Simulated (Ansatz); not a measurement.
Start from `[CH3][SnH2][CH3]` and change one atom or group to get `[CH3][SnH3]`.

Ansatz, PBE0-D4/def2-TZVP geometries, multiplicity 1. 

Elements past krypton have def2 core potentials.

```
                                                                                  property  `[CH3][SnH2][CH3]`
ideal-gas entropy at 298 K and 1 bar (rigid rotor, harmonic PBE0-D4/def2-TZVP) / J/(mol·K)                 333
                                        size of the dipole moment (ωB97M-V/def2-TZVPP) / D                0.73
                                            size of the dipole moment (PBE/def2-TZVPP) / D                0.81
                                                       LUMO energy (B3LYP/def2-TZVPP) / eV                0.26
                                            zero-point energy (PBE0-D4/def2-TZVP) / kJ/mol               224.3
                                                     LUMO energy (ωB97M-V/def2-TZVPP) / eV                1.70
```

Problem. Give the same properties after the change, and the shifts. (An estimate is asked.)

Solution. The calculation gave: 
| property | `[CH3][SnH3]` | shift |
| --- | --- | --- |
| ideal-gas entropy at 298 K and 1 bar (rigid rotor, harmonic PBE0-D4/def2-TZVP) / J/(mol·K) | 285 | -48 |
| size of the dipole moment (ωB97M-V/def2-TZVPP) / D | 0.73 | 0.00 |
| size of the dipole moment (PBE/def2-TZVPP) / D | 0.81 | 0.00 |
| LUMO energy (B3LYP/def2-TZVPP) / eV | 0.00 | -0.26 |
| zero-point energy (PBE0-D4/def2-TZVP) / kJ/mol | 146.9 | -77.4 |
| LUMO energy (ωB97M-V/def2-TZVPP) / eV | 1.53 | -0.17 |

With PBE0 the HOMO falls by 0.38 eV and the LUMO falls by 0.23 eV, so the gap widens by about 0.15 eV. PBE moves the HOMO by -0.37 eV and ωB97M-V by -0.38 eV. The zero-point energy changes by -77.4 kJ/mol with -9 modes. Dipoles are sizes alone; their direction can turn.

B3LYP here is the variant with VWN-RPA as its local correlation; programs differ in this.
